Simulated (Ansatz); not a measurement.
Species, as SMILES: [BH]F (BH-F), doublet.
Atoms: B1, F2, H3. Bonds: B1-F2, B1-H3.

Basis-set convergence of the harmonic zero-point energy at B3LYP with Ansatz (an electronic-structure program). Each level at its own minimum, finite differences of forces, unscaled; the reference is a large set that could be run, not a limit. Cartesian d functions, on some or all atoms, in 6-31G*, 6-31G**, 6-31+G*; all else is spherical. The program fits the integrals of some runs and decomposes those of others, by size. Core-valence sets carry the plain set on hydrogen. Open shells are unrestricted. No added dispersion term, no relativity. Reference: the value in def2-QZVPPD, 6.93 kcal/mol. Deviations are taken from unrounded values.

```tsv
basis	functions	harmonic zero-point energy (kcal/mol)	minus reference (kcal/mol)
STO-3G	11	7.87	0.94
3-21G	20	7.17	0.24
6-31G	20	6.91	-0.02
6-31G*	32	7.04	0.11
6-31G**	35	7.03	0.10
6-31+G*	40	6.95	0.02
6-311G**	42	6.90	-0.03
6-311+G**	50	6.87	-0.06
6-311++G(2d,2p)	64	6.92	-0.01
6-311++G(3df,3pd)	96	6.95	0.02
cc-pCVTZ	100	6.95	0.02
```

The smallest set listed that lies within 0.2 kcal/mol of the reference with all its larger relatives (same family, alike in diffuse functions; a set with none counts only in the reference's own line) is 6-31G (20 functions, -0.02 kcal/mol off). Inside, with no larger relative to test it: cc-pCVTZ.
